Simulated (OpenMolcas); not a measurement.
An atom or ion with 30 electrons was computed by SS-RASPT2, IPEA 0.25 Eh, imaginary shift 0.1 Eh with spin-orbit coupling (OpenMolcas, ANO-RCC-VQZP, DKH2). The lowest levels that the run gave, each within 12 % of the measured value where one is at hand:

```csv
J,Parity,E (eV),g
0,even,0.0000,
0,odd,5.728,
1,odd,5.776,1.501
2,odd,5.874,1.501
1,odd,8.694,1.000
```

Question: Which ion is it, and what are the configurations and terms?

Answer: Ga+ (Z = 31, charge +1; active space 2 electrons in 9 orbitals (RAS2 4s 4p; RAS3 4d, at most 2 electrons)). J, parity and g give the terms where levels are pure, and mixed ones are named by the computed weights; the size of the splittings, set against known spectra of the 30-electron sequence, gives the charge. In order, with the measured energies in eV (NIST Handbook of Basic Atomic Spectroscopic Data): 4s2 1S0, 4s 4p 3P* 0 (5.8728), 4s 4p 3P* 1 (5.9282), 4s 4p 3P* 2 (6.0442), 4s 4p 1P* 1 (8.7658).

Active for correlation alone: 4d; no level in the range computed is led by a configuration that fills it, so any true level of that kind is missing. Measured partners are found by configuration, term and J. A level has none where our copy of the source lacks it or the pairing is in doubt (some pairs that miss far off the trend of their configuration count as doubtful), and it then counts in no deviation. Levels of configurations outside the active space are missing.

* marks odd parity.
